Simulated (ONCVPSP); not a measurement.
## Before and after: ONCV potential for Mn

- Element: manganese
- Generator: ONCVPSP 4.0.1
- Type: optimised norm-conserving Vanderbilt (ONCV)
- Functional: PBE
- Relativity: scalar-relativistic
- Frozen core: [Ne]
- Valence charge: 15
- Reference configuration: 3s2 3p6 3d5.5 4s1.5
- Partial waves: 3s+4s: rc 1.25 bohr, ncon 4, nbas 9, qcut 12.4 1/bohr, 2 projectors; 3p: rc 1.35 bohr, ncon 4, nbas 8, qcut 9.4 1/bohr, 2 projectors, debl 1.1 Ha; 3d: rc 1.90 bohr, ncon 5, nbas 10, qcut 9.9 1/bohr, 1 projector
- Local potential: polynomial inside 1.25 bohr (lpopt 5, dvloc0 1 Ha)
- Core correction: polynomial model core, fcfact 0.65

In the p channel the program set the typed energies aside and used -1.923, 0.250 Ha.

Change: p: rc 1.94.

Cutoffs: the cutoffs (Ha) at which the residual kinetic energy of the hardest occupied pseudo-wave falls to 1 and 0.1 mHa per electron; they do not see the model core or the augmentation charge, which bear on the density cutoff. Errors are all-electron minus pseudo energies relative to the spin-unpolarised reference configuration.

Predict the effect on cutoff, ghosts and configuration errors.

The potential gets neither clearly harder nor softer (44 Ha and 53 Ha → 44 Ha and 53 Ha); the s channel sets the loose cutoff, while the largest relative change is in p, which becomes softer; of the 4 tests that both files solve, the error grows in 1 and shrinks in 0 by more than 15 % and 0.3 meV (median size 7.3 → 7.5 meV); neither file shows a bound ghost.

```tsv
quantity	base	changed
cutoff, loose	44 Ha	44 Ha
cutoff, tight	53 Ha	53 Ha
loose cutoff by channel	s 44 Ha, p 30 Ha, d 35 Ha	s 44 Ha, p 25 Ha, d 35 Ha
bound ghosts	none	none
GHOST(+) flags under 300 eV	none	none
error for 3s2 3p6 3d5 4s2, meV [ΔE 0.48 eV]	+6.0	+5.6
error for 3s2 3p6 3d5 4s1, meV [ΔE 8.90 eV]	-1.2	-1.5
error for 3s2 3p6 3d5 4s0, meV [ΔE 24.50 eV]	-8.5	-9.4
error for 3s1 3p6 3d5 4s2, meV [ΔE 93.99 eV]	-297	-310
s: phases at 1.27 bohr within 0.05 rad from the reference energy up to (Ha; the scan ends near 5)	to the end of the scan	to the end of the scan
d: phases at 1.92 bohr within 0.05 rad from the reference energy up to (Ha; the scan ends near 5)	0.8	0.8
rms error of d²Exc/dni dnj with the model core, mHa	0.65	0.69
```
